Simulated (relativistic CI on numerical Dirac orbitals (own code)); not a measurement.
What each ingredient does to the levels of Sn XLIX

Base calculation: Dirac-Coulomb-Breit CI, orbitals from a KLI potential per configuration, model QED (radiative potential, 1s self-energy scaled to tabulated hydrogen-like ionisation energies), unscaled Slater integrals.

CI space: 1s², 1s2s, 1s2p, 1s3s, 1s3p, 1s3d, 1s4s, 1s4p, 1s4d, 1s4f, 1s5s, 1s5p, 1s5d, 1s5f, 1s5g, 1s6s, 1s6p, 1s6d. Levels of other configurations are missing.

The lowest level and the first level of each name with at least 55 % of one term (blank where a level has no safe partner in the second run):

```tsv
Level	Base (eV)	Shift (eV)
1s² ¹S0	0.0	0.0
1s2s ³S1	25645.2	+2.0
1s2p ³P°1	25715.6	+1.9
1s2p ³P°0	25718.2	+1.9
1s2s ¹S0	25720.8	+2.0
1s2p ³P°2	25992.5	+1.9
1s2p ¹P°1	26025.1	+1.9
1s3s ³S1	30475.5	+2.3
1s3p ³P°1	30494.7	+2.3
1s3p ³P°0	30495.4	+2.3
1s3s ¹S0	30495.7	+2.3
1s3p ³P°2	30577.1	+2.3
1s3d ³D2	30585.0	+2.3
1s3d ³D1	30586.1	+2.3
```

At this charge energies of transitions that change n are usually good to better than 1 %, and those within a shell (Δn = 0) to a few per cent.

Q: One thing was changed in a second run, which moved the levels as shown. Which?
A. QED terms removed
B. configuration mixing switched off
C. Breit term removed
D. P86 correlation estimate

A: D. P86 correlation estimate. A correlation estimate moves all levels of a configuration together before mixing; mixed levels move by a weighted share.

LS names give the leading component of a level, which can be under half, so a name can repeat, a term be missing and a line seem to break the LS rules.
